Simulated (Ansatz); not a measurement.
A run for Ansatz (a first-principles code): R-RI-MP2/def2-QZVPPD on BrH5OSi (a complex). Files ending in .json are basis or fitting sets from the Basis Set Exchange. The run froze 20 orbitals, filled d shells among them.

Ansatz 0.2 input:
```yaml
crystal:
  periodic: [false, false, false]
  atoms:
    - {symbol: Br, position_ang: [-0.60941552, -1.15564798, -0.02079492]}
    - {symbol: H, position_ang: [-0.15485613, -0.42266917, 1.13543890]}
    - {symbol: O, position_ang: [0.41415649, 0.49281821, 2.69080823]}
    - {symbol: Si, position_ang: [-0.09076068, 0.12681566, 4.23551692]}
    - {symbol: H, position_ang: [1.09887725, 1.15488645, 2.56405945]}
    - {symbol: H, position_ang: [1.03795800, -0.38051467, 5.04901101]}
    - {symbol: H, position_ang: [-1.12040152, -0.91284549, 4.06364915]}
    - {symbol: H, position_ang: [-0.65775792, 1.32434713, 4.89702187]}
basis:
  gaussian:
    orbitals: def2-QZVPPD.json
    fitting: {mean_field: def2-universal-JKFIT, correlation: def2-QZVPPD-RIFIT.json}
magnetization: {spin_polarized: false}
correlation: {method: mp2, electrons: outside_noble_gas}
scf: {lower_state_search: off}
```

It printed:

```
Functional definition: HF
[...]
these checks for a lower state are left out or cut short: stability, starts, cluster_reference, orbital_swaps, neighbouring_geometries, increment
integrals: 0.68 GiB planned
561 factors; integrals over basis functions are off by at most 2.7e0 eV
mean field: 1.03 GiB planned
mean field evaluation 1: about -79979.3422 eV, gradient 3.4e1 eV
mean field evaluation 2: about -79981.0444 eV, gradient 2.2e1 eV
mean field evaluation 4: about -79981.8069 eV, gradient 7.7e-1 eV
mean field -79981.80917829 eV, -2939.2772736847 hartree, gradient 1.2e-6 eV, S^2 0.000000; 0 other end points of the search recorded, 0 dependent functions left out
20 core orbitals not correlated
979 factors; their error is unknown
reference -79981.80917829 eV, -2939.2772736847 hartree; 11, 11 occupied and 374, 374 virtual orbitals, 979 factors
second order -16.45129390 eV of doubles, -0.00000000 eV of singles
Total energy: -79998.26047219 eV, -2939.8818475844 hartree
Checks for a lower state left out: stability, starts, cluster_reference, orbital_swaps, neighbouring_geometries, increment
```

Self-consistency was reached.

Cost: about 5 core-seconds (a rough figure).
